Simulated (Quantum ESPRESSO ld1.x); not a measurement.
Input file for ld1.x (Quantum ESPRESSO 7.5):

```
 &input
    zed=79.0,
    iswitch=1,
    rel=1,
    dft='REVPBE',
    config='[Kr] 4d9 4f14 5s2 5p6 5d8',
    verbosity='high',
    prefix='ld1',
    max_out_wfc=37,
    file_charge='ld1.rho',
 /
```

Command: `OMP_NUM_THREADS=1 ld1.x < ld1.in > ld1.out`

Output:

```
     Program LD1 v.7.5 starts

     --------------------------- All-electron run ----------------------------

     scalar relativistic calculation

     atomic number is 79.00
     dft =REVPBE   lsd =0 sic =0 latt =0  beta=0.20 tr2=1.0E-14
     Exchange-correlation= REVPBE
                           (   1   4   4   4   0   0   0)
     mesh =2123 r(mesh) = 100.13829 a.u. xmin = -8.00 dx = 0.00800
     1 Ry =  13.60569312 eV, c = 137.03599908

     n l     nl                  e(Ry)          e(Ha)          e(eV)
     1 0     1S 1( 2.00)   -5943.453162875   -2971.726581438 -80864.7998250
     2 0     2S 1( 2.00)   -1053.124679676    -526.562339838 -14328.4912119
     2 1     2P 1( 6.00)    -910.974265116    -455.487132558 -12394.4362941
     3 0     3S 1( 2.00)    -252.486120165    -126.243060083  -3435.2486688
     3 1     3P 1( 6.00)    -211.261858316    -105.630929158  -2874.3640128
     4 0     4S 1( 2.00)     -58.651830198     -29.325915099   -797.9988028
     4 1     4P 1( 6.00)     -45.095179798     -22.547589899   -613.5511777
     3 2     3D 1(10.00)    -167.323740417     -83.661870208  -2276.5554643
     4 2     4D 1( 9.00)     -28.845593338     -14.422796669   -392.4642909
     4 3     4F 1(14.00)     -10.783644970      -5.391822485   -146.7189642
     5 0     5S 1( 2.00)     -12.164813798      -6.082406899   -165.5107234
     5 1     5P 1( 6.00)      -8.451076795      -4.225538398   -114.9827574
     5 2     5D 1( 8.00)      -4.190345357      -2.095172678    -57.0125530

     final scf error:  3.6E-15 reached in  33 iterations

     Etot =  -37992.114079 Ry,  -18996.057040 Ha, -516909.045257 eV

     Ekin =   42525.399935 Ry,   21262.699967 Ha,  578587.541445 eV
     Encl =  -94199.381183 Ry,  -47099.690592 Ha,-1281647.872757 eV
     Eh   =   14401.563829 Ry,    7200.781914 Ha,  195943.257948 eV
     Exc  =    -719.696660 Ry,    -359.848330 Ha,   -9791.971894 eV

     normalization and overlap integrals

     s(1S/1S) =  1.000000  <r> =   0.0169  <r2> =    0.0004  r(max) =   0.0104
     s(1S/2S) = -0.037378
     s(1S/3S) = -0.016396
     s(1S/4S) = -0.008115
     s(1S/5S) = -0.003681
     s(2S/2S) =  1.000000  <r> =   0.0711  <r2> =    0.0060  r(max) =   0.0602
     s(2S/3S) = -0.010549
     s(2S/4S) = -0.004976
     s(2S/5S) = -0.002234
     s(2P/2P) =  1.000000  <r> =   0.0642  <r2> =    0.0050  r(max) =   0.0497
     s(2P/3P) = -0.008245
     s(2P/4P) = -0.003689
     s(2P/5P) = -0.001536
     s(3S/3S) =  1.000000  <r> =   0.1838  <r2> =    0.0386  r(max) =   0.1691
     s(3S/4S) = -0.003629
     s(3S/5S) = -0.001573
     s(3P/3P) =  1.000000  <r> =   0.1851  <r2> =    0.0397  r(max) =   0.1691
     s(3P/4P) = -0.003048
     s(3P/5P) = -0.001226
     s(4S/4S) =  1.000000  <r> =   0.4060  <r2> =    0.1860  r(max) =   0.3823
     s(4S/5S) = -0.001108
     s(4P/4P) =  1.000000  <r> =   0.4320  <r2> =    0.2120  r(max) =   0.4011
     s(4P/5P) = -0.000878
     s(3D/3D) =  1.000000  <r> =   0.1676  <r2> =    0.0329  r(max) =   0.1373
     s(3D/4D) = -0.002229
     s(3D/5D) = -0.000717
     s(4D/4D) =  1.000000  <r> =   0.4555  <r2> =    0.2395  r(max) =   0.4076
     s(4D/5D) = -0.000563
     s(4F/4F) =  1.000000  <r> =   0.4883  <r2> =    0.2869  r(max) =   0.3733
     s(5S/5S) =  1.000000  <r> =   0.9097  <r2> =    0.9268  r(max) =   0.8374
     s(5P/5P) =  1.000000  <r> =   1.0373  <r2> =    1.2117  r(max) =   0.9366
     s(5D/5D) =  1.000000  <r> =   1.3451  <r2> =    2.0755  r(max) =   1.1440

     ------------------------ End of All-electron run ------------------------
```

Run on one thread of a shared host, so times are rough (Intel(R) Xeon(R) Processor @ 2.60GHz): 0.79 s of CPU time, 0.81 s wall, 33 iterations on 2123 mesh points.
